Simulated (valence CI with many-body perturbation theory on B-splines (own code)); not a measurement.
Missing levels of V XI

Method: configuration interaction combined with many-body perturbation theory (CI+MBPT): three valence electrons over a frozen Dirac-Fock core [Ne], a basis of 11 s, 11 p, 10 d, 8 f, 5 g, 2 h functions for each j, with the one-electron correlation potential Σ1 (screened to all orders), the two-electron term Σ2, the three-electron term Σ3, Breit, model QED; selected single and double excitations, second order for the rest, scaled by the run's own slope (own B-spline code, finite nucleus).

No measured levels were compared; by estimate levels of excited configurations hold to 0.05 to 0.15 % of their energy, terms of the ground configuration to about 0.5 %.

```
           Level  E (cm⁻¹)
  3s2 3p 2P°_1/2         0
  3s2 3p 2P°_3/2      9704
   3s 3p2 4P_1/2    176020
   3s 3p2 4P_3/2    179750
   3s 3p2 4P_5/2    184910
   3s 3p2 2D_3/2    233000
   3s 3p2 2D_5/2         ?
   3s 3p2 2S_1/2    289190
   3s 3p2 2P_1/2         ?
   3s 3p2 2P_3/2    312200
   3s2 3d 2D_3/2         ?
   3s2 3d 2D_5/2         ?
     3p3 2D°_3/2    453020
     3p3 2D°_5/2    454410
     3p3 4S°_3/2         ?
     3p3 2P°_1/2    505950
     3p3 2P°_3/2    506880
3s 3p 3d 4F°_3/2    507920
3s 3p 3d 4F°_5/2         ?
3s 3p 3d 4F°_7/2    512900
```

Names give the largest LS component (configuration and term), which can be under half, so a name can repeat, a term be missing and a line seem to break the LS rules; names also repeat where a configuration has a term twice.

(1) The levels stand in rising order. What does the calculation give for the missing energies?

## Answers

(1) 3s 3p2 2D_5/2 233800; 3s 3p2 2P_1/2 307100; 3s2 3d 2D_3/2 376930; 3s2 3d 2D_5/2 377720; 3p3 4S°_3/2 463800; 3s 3p 3d 4F°_5/2 509930.
